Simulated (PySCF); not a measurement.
## SrAl: energy against distance

Set-up: basis Sr def2-SVP with ECP28, Al def2-SVP; scalar-relativistic core potentials; PySCF 2.14. Energies in eV from Sr + Al in their ground configurations at the same level. State: ²Π (doublet), unpaired electrons π ↑.

All columns are PBE0. A positive dipole means Sr(−)Al(+).

```
R (Å)  E (eV)  μ (D)  Mulliken charge on Sr (basis-dependent)  HOMO (eV)  LUMO (eV)  Mayer bond order  ⟨S²⟩
2.873  -0.343  -2.74                                     0.13      -3.96      -2.44              1.36  1.09
3.007  -0.519  -2.94                                     0.17      -3.95      -2.33              1.30  1.07
3.140  -0.613  -3.09                                     0.19      -3.85      -2.24              1.24  1.04
3.241  -0.645  -3.18                                     0.20      -3.78      -2.18              1.20  1.02
3.341  -0.653  -3.24                                     0.20      -3.72      -2.12              1.16  1.00
3.441  -0.642  -3.27                                     0.20      -3.67      -2.08              1.11  0.98
3.575  -0.609  -3.28                                     0.19      -3.62      -2.04              1.05  0.94
3.742  -0.548  -3.22                                     0.17      -3.58      -2.07              0.95  0.90
3.942  -0.465  -3.08                                     0.14      -3.56      -2.09              0.83  0.85
4.210  -0.358  -2.81                                     0.11      -3.55      -2.10              0.65  0.81
```

A fit through these points gives, at Re = 3.327 Å, μ = -3.23 D and dμ/dR = -0.503 D/Å; the reduced mass is 20.64 u.

Q: How strong is the fundamental in the double-harmonic approximation, I = 42.26·(dμ/dR)²/μred km/mol?

A: I = 42.26·(-0.503)²/20.64 = 0.518 km/mol at PBE0.

⟨S²⟩ is raised (SrAl 1.00), so spin contamination touches these numbers. Spin–orbit coupling is left out. The state is the lowest determinant that a PBE0 search found; another state may lie lower at other levels.
